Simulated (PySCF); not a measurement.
Excitation energy of Be by level of theory

Be [He] 2s2 (1S) → Be [He] 2s1 2p1 (3P), as a difference of total energies. All numbers are calculated (PySCF 2.14, the spin-free X2C one-electron Hamiltonian (Gaussian nucleus), in x2c-TZVPPall (5s3p1d, 19 functions)). Correlated levels: valence and next inner shell: nothing frozen. The calculations carry no spin-orbit coupling.

```json
{"method": "UHF", "excitation energy (eV)": "1.638"}
{"method": "CCSD (valence and next inner shell)", "excitation energy (eV)": "2.744"}
{"method": "CCSD(T) (valence and next inner shell)", "excitation energy (eV)": "2.751"}
{"method": "CCSDT (valence and next inner shell)", "excitation energy (eV)": "2.751"}
{"method": "FCI (valence and next inner shell)", "excitation energy (eV)": "2.752"}
```

Question: Estimate what SCS-MP2 (valence and next inner shell) gives.

Answer: 2.484 eV, closest to CCSD (valence and next inner shell) among the rows shown.

Question: Estimate what MP2 (valence and next inner shell) gives.

Answer: 2.303 eV, closest to CCSD (valence and next inner shell) among the rows shown.

Errors of the correlated levels include the incompleteness of this basis.

The basis was made for the ground configuration and has no added diffuse functions, so the excitation energy can come out too high.

For comparison: 2.725 eV (measured; NIST levels, between the centres of gravity of the two terms).
